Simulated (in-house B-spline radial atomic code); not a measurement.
Sc+ is squeezed into an impenetrable sphere of radius R (the orbitals vanish at R). No spin polarisation. Caution: exact exchange at fractional occupations of open shells leaves self-interaction of up to several eV. Computed with a B-spline radial code for spherical atoms: non-relativistic B3LYP, spherical fractional occupations, point nucleus.

Energies in eV above the free ion in [Ar] 3d1 4s1:

```csv
R (bohr),highest level (eV),[Ar] 3d1 4s1,[Ar] 4s1 4f1,[Ne] 3s2 3p5 3d1 4s1 4d1,-dE/dV in [Ar] 3d1 4s1 (GPa)
9.7,-9.22,0.006714,12.85,44.86,0.00835
6.73,-8.85,0.3061,16.18,46.99,0.704
4.64,-5.54,3.643,27.18,57.44,17.4
4.39,-4.23,4.919,30.24,60.71,26.6
3.62,3.46,13.01,46.26,78.81,114
2.87,24.4,38.86,85.89,125.8,655
2.8,27.8,43.57,92.38,133.6,793
2.1,98.4,161,236.6,302.7,6660
1.83,163,292.4,386.2,472.6,17500
1.3,488,1144,1308,1476,167000
```

Question: Does [Ar] 4s1 4f1 fall below [Ar] 3d1 4s1 under compression?

Answer: No, it stays above over the whole range.

Question: Does [Ne] 3s2 3p5 3d1 4s1 4d1 fall below [Ar] 3d1 4s1 under compression?

Answer: No, it stays above over the whole range.

The highest level is first positive in the row R = 3.62 bohr, pushed up by confinement above the zero of the free ion's potential. Each configuration is held fixed and needn't be the lowest in the sphere.
